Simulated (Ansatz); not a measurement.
Program: Ansatz. Geometries: PBE0-D4/def2-TZVP. ΔE: electronic, gas phase. CCSD(T)/CBS adds triple-zeta CCSD(T) − MP2 to the extrapolated MP2 energy (def2 sets, frozen cores). This one scheme is used for every species. DFT in def2-TZVPP. def2 core potentials past Kr. For Ga, Sn outer-core shells are correlated without core-valence functions, which leaves a few kJ/mol of doubt a bond. Scalar relativity is left out up to krypton. Each species was taken in one conformer, which may not be the lowest.

Consider the cleavage of the Sn–Ga bond: `[CH3][SnH2][GaH2]` + `[OH][AlH2]` → `[CH3][SnH2][O][AlH2]` + `[GaH3]`.

```tsv
level	ΔE (kJ/mol)	difference from CCSD(T)/CBS
r2SCAN-D4	18.3	0.4
ωB97X-V	11.1	-6.8
ωB97M-V	16.6	-1.3
r2SCAN	18.8	0.9
HF/def2-TZVPP	4.1	-13.8
SCS-MP2/def2-TZVPP	10.3	-7.6
CCSD/def2-TZVPP	16.6	-1.3
CCSD(T)/def2-TZVPP	16.2	-1.7
MP2/def2-QZVPP	16.7	-1.2
HF/CBS(def2)	-0.4	-18.3
CCSD(T)/CBS	17.9	0
```

Largest T1 diagnostic among the species: 0.013.

In def2-TZVPP, CCSD(T) changes the Hartree–Fock value by +12.1 kJ/mol (the triples alone add −0.4 kJ/mol) and MP2 by +13.0 kJ/mol.
